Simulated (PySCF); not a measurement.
**input.py for BrH4⁻**

Input:

```python
from pyscf import gto, dft
from pyscf.geomopt.geometric_solver import optimize

mol = gto.M(
    atom='Br 0 0 0; H 0 1.793 0; H 0 -1.793 0; H 1.793 0 0; H -1.793 0 0',
    basis='x2c-svpall',
    charge=-1,
    spin=0,
    verbose=4,
)
mf = dft.RKS(mol, xc='revtpss')
mf = mf.sfx2c1e()
mf.kernel()
g = mf.nuc_grad_method()
g.grid_response = True
mol_eq = optimize(g.as_scanner(), maxsteps=30)
print('optimised geometry (angstrom)')
print(mol_eq.tostring('raw'))
print('orbital energies (hartree):', mf.mo_energy[..., max(0, mol.nelec[1]-3):mol.nelec[0]+3].round(4))
```

```bash
$ python input.py
```

Output (some set-up lines and the per-cycle HOMO/LUMO lines with their warnings removed):

```
PySCF version 2.14.0

[INPUT] Symbol           X                Y                Z      unit          X                Y                Z       unit  Magmom
[INPUT]  1 Br     0.000000000000   0.000000000000   0.000000000000 AA    0.000000000000   0.000000000000   0.000000000000 Bohr   0.0
[INPUT]  2 H      0.000000000000   1.793000000000   0.000000000000 AA    0.000000000000   3.388278941345   0.000000000000 Bohr   0.0
[INPUT]  3 H      0.000000000000  -1.793000000000   0.000000000000 AA    0.000000000000  -3.388278941345   0.000000000000 Bohr   0.0
[INPUT]  4 H      1.793000000000   0.000000000000   0.000000000000 AA    3.388278941345   0.000000000000   0.000000000000 Bohr   0.0
[INPUT]  5 H     -1.793000000000   0.000000000000   0.000000000000 AA   -3.388278941345   0.000000000000   0.000000000000 Bohr   0.0

nuclear repulsion = 42.4488153468398
number of shells = 11
number of NR pGTOs = 102
number of NR cGTOs = 52
basis = x2c-svpall
ecp = {}

******** <class 'pyscf.x2c.sfx2c1e.sfX2C1eRKS'> ********
method = sfX2C1eRKS
initial guess = minao
damping factor = 0
level_shift factor = 0
DIIS = <class 'pyscf.scf.diis.CDIIS'>
SCF conv_tol = 1e-09
SCF max_cycles = 50
XC functionals = revtpss

grids dens level: 3

******** <class 'pyscf.x2c.sfx2c1e.SpinFreeX2CHelper'> ********
approx = 1e
xuncontract = 1
Initial guess from minao.
tot grids = 59656
init E= -2607.13598434807
cycle= 1 E= -2607.31707178561  delta_E= -0.181  |g|= 0.285  |ddm|= 2.29
cycle= 2 E= -2607.32942467537  delta_E= -0.0124  |g|= 0.199  |ddm|= 0.601
cycle= 3 E= -2607.33195381061  delta_E= -0.00253  |g|= 0.0327  |ddm|= 0.113
cycle= 4 E= -2607.33212556339  delta_E= -0.000172  |g|= 0.0153  |ddm|= 0.0825
cycle= 5 E= -2607.33219876776  delta_E= -7.32e-05  |g|= 0.00252  |ddm|= 0.0291
cycle= 6 E= -2607.33220092751  delta_E= -2.16e-06  |g|= 4e-05  |ddm|= 0.0038
cycle= 7 E= -2607.33220092799  delta_E= -4.82e-10  |g|= 3.09e-06  |ddm|= 5.49e-05
Extra cycle  E= -2607.33220092799  delta_E= 3.18e-12  |g|= 4.95e-06  |ddm|= 1.41e-05
converged SCF energy = -2607.33220092799
Create scanner for <class 'pyscf.grad.rks.Gradients'>
Create scanner for <class 'pyscf.x2c.sfx2c1e.sfX2C1eRKS'>
input.py

Current date and time:

#|     Arguments passed to driver run_optimizer():      |#
customengine              <pyscf.geomopt.geometric_solver.PySCFEngine object>
logIni                    <dir>
maxiter                   30
----------------------------------------------------------
Custom engine selected.
Bonds will be generated from interatomic distances less than 1.20 times sum of covalent radii
15 internal coordinates being used (instead of 15 Cartesians)
Internal coordinate system (atoms numbered from 1):
Distance 1-2
Distance 1-3
Distance 1-4
Distance 1-5
Angle 3-1-5
LinearAngleX 2-1-3
LinearAngleY 2-1-3
LinearAngleX 4-1-5
LinearAngleY 4-1-5
Out-of-Plane 1-2-4-3
Out-of-Plane 1-2-5-3
Out-of-Plane 1-2-4-5
Out-of-Plane 1-3-4-5
Translation-X 1-5
Translation-Y 1-5
Translation-Z 1-5
Rotation-A 1-5
Rotation-B 1-5
Rotation-C 1-5
<class 'geometric.internal.Distance'> : 4
<class 'geometric.internal.Angle'> : 1
<class 'geometric.internal.LinearAngle'> : 4
<class 'geometric.internal.OutOfPlane'> : 4
<class 'geometric.internal.TranslationX'> : 1
<class 'geometric.internal.TranslationY'> : 1
<class 'geometric.internal.TranslationZ'> : 1
<class 'geometric.internal.RotationA'> : 1
<class 'geometric.internal.RotationB'> : 1
<class 'geometric.internal.RotationC'> : 1
> ===== Optimization Info: ====
> Job type: Energy minimization
> Maximum number of optimization cycles: 30
> Initial / maximum trust radius (Angstrom): 0.100 / 0.300
> Convergence Criteria:
> Will converge when all 5 criteria are reached:
>  |Delta-E| < 1.00e-06
>  RMS-Grad  < 3.00e-04
>  Max-Grad  < 4.50e-04
>  RMS-Disp  < 1.20e-03
>  Max-Disp  < 1.80e-03
> === End Optimization Info ===

Geometry optimization cycle 1
Cartesian coordinates (Angstrom)
 Atom        New coordinates             dX        dY        dZ
  Br   0.000000   0.000000   0.000000    0.000000  0.000000  0.000000
   H   0.000000   1.793000   0.000000    0.000000  0.000000  0.000000
   H   0.000000  -1.793000   0.000000    0.000000  0.000000  0.000000
   H   1.793000   0.000000   0.000000    0.000000  0.000000  0.000000
   H  -1.793000   0.000000   0.000000    0.000000  0.000000  0.000000

WARN: Mole.unit (angstrom) is changed to Bohr

New geometry
   1 Br     0.000000000000   0.000000000000   0.000000000000 AA    0.000000000000   0.000000000000   0.000000000000 Bohr
   2 H      0.000000000000   1.793000000000   0.000000000000 AA    0.000000000000   3.388278941345   0.000000000000 Bohr
   3 H      0.000000000000  -1.793000000000   0.000000000000 AA    0.000000000000  -3.388278941345   0.000000000000 Bohr
   4 H      1.793000000000   0.000000000000   0.000000000000 AA    3.388278941345   0.000000000000   0.000000000000 Bohr
   5 H     -1.793000000000   0.000000000000   0.000000000000 AA   -3.388278941345   0.000000000000   0.000000000000 Bohr

******** <class 'pyscf.scf.hf.sfX2C1eRKS_Scanner'> ********
method = sfX2C1eRKS_Scanner
initial guess = minao
damping factor = 0
level_shift factor = 0
DIIS = <class 'pyscf.scf.diis.CDIIS'>
SCF conv_tol = 1e-09
SCF max_cycles = 50
XC functionals = revtpss

grids dens level: 3

******** <class 'pyscf.x2c.sfx2c1e.SpinFreeX2CHelper'> ********
approx = 1e
xuncontract = 1
tot grids = 59656
init E= -2607.33220092799
cycle= 1 E= -2607.33220092798  delta_E= 9.55e-12  |g|= 8.02e-06  |ddm|= 1.98e-05
Extra cycle  E= -2607.33220092796  delta_E= 1.77e-11  |g|= 1.25e-05  |ddm|= 2.9e-05
converged SCF energy = -2607.33220092796

******** <class 'pyscf.grad.rhf.Gradients_Scanner'> for <class 'pyscf.scf.hf.sfX2C1eRKS_Scanner'> ********
unit = Eh/Bohr
grid_response = True
--------------- sfX2C1eRKS_Scanner gradients ---------------
         x                y                z
0 Br    -0.0000000000    -0.0000000011     0.0000000000
1 H    -0.0000000000     0.0009296710    -0.0000000000
2 H    -0.0000000000    -0.0009296698    -0.0000000000
3 H     0.0009296704    -0.0000000001    -0.0000000000
4 H    -0.0009296704    -0.0000000001    -0.0000000000
----------------------------------------------
cycle 1: E = -2607.33220093  dE = -2607.33  norm(grad) = 0.00185934
Step    0 : Gradient = 8.315e-04/9.297e-04 (rms/max) Energy = -2607.3322009280
Hessian Eigenvalues: 5.00000e-02 5.00000e-02 5.00000e-02 ... 1.60000e-01 1.60000e-01 1.60000e-01

Geometry optimization cycle 2
Cartesian coordinates (Angstrom)
 Atom        New coordinates             dX        dY        dZ
  Br   0.000000   0.000000  -0.000000    0.000000  0.000000 -0.000000
   H   0.000000   1.787238   0.000000    0.000000 -0.005762  0.000000
   H  -0.000000  -1.787238  -0.000000   -0.000000  0.005762 -0.000000
   H   1.787238   0.000000  -0.000000   -0.005762  0.000000 -0.000000
   H  -1.787238   0.000000  -0.000000    0.005762  0.000000 -0.000000
New geometry
   1 Br     0.000000000009   0.000000000985  -0.000000000012 AA    0.000000000016   0.000000001861  -0.000000000022 Bohr
   2 H      0.000000000835   1.787238340613   0.000000000029 AA    0.000000001578   3.377390983080   0.000000000055 Bohr
   3 H     -0.000000000717  -1.787238346314  -0.000000000013 AA   -0.000000001355  -3.377390993854  -0.000000000025 Bohr
   4 H      1.787238343386   0.000000003080  -0.000000000001 AA    3.377390988321   0.000000005820  -0.000000000002 Bohr
   5 H     -1.787238343514   0.000000001637  -0.000000000003 AA   -3.377390988563   0.000000003094  -0.000000000006 Bohr

******** <class 'pyscf.scf.hf.sfX2C1eRKS_Scanner'> ********
method = sfX2C1eRKS_Scanner
initial guess = minao
damping factor = 0
level_shift factor = 0
DIIS = <class 'pyscf.scf.diis.CDIIS'>
SCF conv_tol = 1e-09
SCF max_cycles = 50
XC functionals = revtpss

grids dens level: 3

******** <class 'pyscf.x2c.sfx2c1e.SpinFreeX2CHelper'> ********
approx = 1e
xuncontract = 1
tot grids = 59656
init E= -2607.33466299896
cycle= 1 E= -2607.33222320235  delta_E= 0.00244  |g|= 0.000972  |ddm|= 0.0265
cycle= 2 E= -2607.33222303877  delta_E= 1.64e-07  |g|= 0.00126  |ddm|= 0.00282
cycle= 3 E= -2607.33222355918  delta_E= -5.2e-07  |g|= 0.000262  |ddm|= 0.00225
cycle= 4 E= -2607.33222356338  delta_E= -4.2e-09  |g|= 3.32e-05  |ddm|= 0.000119
cycle= 5 E= -2607.33222356374  delta_E= -3.56e-10  |g|= 2.31e-06  |ddm|= 5.17e-05
Extra cycle  E= -2607.33222356374  delta_E= 1.36e-12  |g|= 3.22e-06  |ddm|= 7.29e-06
converged SCF energy = -2607.33222356374

******** <class 'pyscf.grad.rhf.Gradients_Scanner'> for <class 'pyscf.scf.hf.sfX2C1eRKS_Scanner'> ********
unit = Eh/Bohr
grid_response = True
--------------- sfX2C1eRKS_Scanner gradients ---------------
         x                y                z
0 Br    -0.0000000002    -0.0000000135    -0.0000000000
1 H    -0.0000000000     0.0001064860     0.0000000000
2 H    -0.0000000000    -0.0001064706    -0.0000000000
3 H     0.0001064784    -0.0000000009     0.0000000000
4 H    -0.0001064782    -0.0000000010     0.0000000000
----------------------------------------------
cycle 2: E = -2607.33222356  dE = -2.26358e-05  norm(grad) = 0.000212957
Step    1 : Displace = 5.153e-03/5.762e-03 (rms/max) Trust = 1.000e-01 (=) Grad = 9.524e-05/1.065e-04 (rms/max) E (change) = -2607.3322235637 (-2.264e-05) Quality = 1.118
Hessian Eigenvalues: 5.00000e-02 5.00000e-02 5.00000e-02 ... 1.60000e-01 1.60000e-01 1.60000e-01

Geometry optimization cycle 3
Cartesian coordinates (Angstrom)
 Atom        New coordinates             dX        dY        dZ
  Br   0.000000   0.000000  -0.000000    0.000000  0.000000  0.000000
   H   0.000000   1.786493   0.000000    0.000000 -0.000745 -0.000000
   H  -0.000000  -1.786493  -0.000000   -0.000000  0.000745  0.000000
   H   1.786493   0.000000   0.000000   -0.000745  0.000000  0.000000
   H  -1.786493   0.000000  -0.000000    0.000745  0.000000 -0.000000
New geometry
   1 Br     0.000000000305   0.000000014549  -0.000000000004 AA    0.000000000577   0.000000027493  -0.000000000007 Bohr
   2 H      0.000000011017   1.786493041080   0.000000000021 AA    0.000000020819   3.375982571082   0.000000000040 Bohr
   3 H     -0.000000010048  -1.786493127451  -0.000000000001 AA   -0.000000018989  -3.375982734299  -0.000000000002 Bohr
   4 H      1.786493083635   0.000000046329   0.000000000005 AA    3.375982651500   0.000000087549   0.000000000010 Bohr
   5 H     -1.786493084910   0.000000025492  -0.000000000022 AA   -3.375982653909   0.000000048174  -0.000000000041 Bohr

******** <class 'pyscf.scf.hf.sfX2C1eRKS_Scanner'> ********
method = sfX2C1eRKS_Scanner
initial guess = minao
damping factor = 0
level_shift factor = 0
DIIS = <class 'pyscf.scf.diis.CDIIS'>
SCF conv_tol = 1e-09
SCF max_cycles = 50
XC functionals = revtpss

grids dens level: 3

******** <class 'pyscf.x2c.sfx2c1e.SpinFreeX2CHelper'> ********
approx = 1e
xuncontract = 1
tot grids = 59656
init E= -2607.33253566624
cycle= 1 E= -2607.33222385394  delta_E= 0.000312  |g|= 0.000126  |ddm|= 0.00347
cycle= 2 E= -2607.33222385125  delta_E= 2.69e-09  |g|= 0.000163  |ddm|= 0.000362
cycle= 3 E= -2607.33222385992  delta_E= -8.67e-09  |g|= 3.33e-05  |ddm|= 0.00029
cycle= 4 E= -2607.33222385999  delta_E= -6.73e-11  |g|= 4.47e-06  |ddm|= 1.52e-05
Extra cycle  E= -2607.33222385999  delta_E= 3.64e-12  |g|= 5.98e-06  |ddm|= 1.74e-05
converged SCF energy = -2607.33222385999

******** <class 'pyscf.grad.rhf.Gradients_Scanner'> for <class 'pyscf.scf.hf.sfX2C1eRKS_Scanner'> ********
unit = Eh/Bohr
grid_response = True
--------------- sfX2C1eRKS_Scanner gradients ---------------
         x                y                z
0 Br     0.0000000013     0.0000000782     0.0000000000
1 H     0.0000000002    -0.0000015404    -0.0000000000
2 H    -0.0000000001     0.0000014533    -0.0000000000
3 H    -0.0000014976     0.0000000047     0.0000000000
4 H     0.0000014961     0.0000000043     0.0000000000
----------------------------------------------
cycle 3: E = -2607.33222386  dE = -2.9625e-07  norm(grad) = 2.99539e-06
Step    2 : Displace = 6.666e-04/7.453e-04 (rms/max) Trust = 1.414e-01 (+) Grad = 1.340e-06/1.540e-06 (rms/max) E (change) = -2607.3322238600 (-2.962e-07) Quality = 0.988
Hessian Eigenvalues: 5.00000e-02 5.00000e-02 5.00000e-02 ... 1.60000e-01 1.60000e-01 1.60000e-01
Converged! =D

    #| If this code has benefited your research, please support us by citing: |#
    #| Wang, L.-P.; Song, C.C. (2016) "Geometry optimization made simple with |#
    #| translation and rotation coordinates", J. Chem, Phys. 144, 214108.     |#
    #|                                     |#
optimised geometry (angstrom)
Br          0.00000000        0.00000001       -0.00000000
H           0.00000001        1.78649304        0.00000000
H          -0.00000001       -1.78649313       -0.00000000
H           1.78649308        0.00000005        0.00000000
H          -1.78649308        0.00000003       -0.00000000
orbital energies (hartree): [-0.0888  0.0017  0.027   0.1707  0.1707  0.5476]
```

In short: E(SCF) = -2607.332201 Eh, 7 cycles.

Wall time 28 s on one thread of a shared host.

The last line lists the levels of the start geometry. The basis has no diffuse functions, which an anion needs.
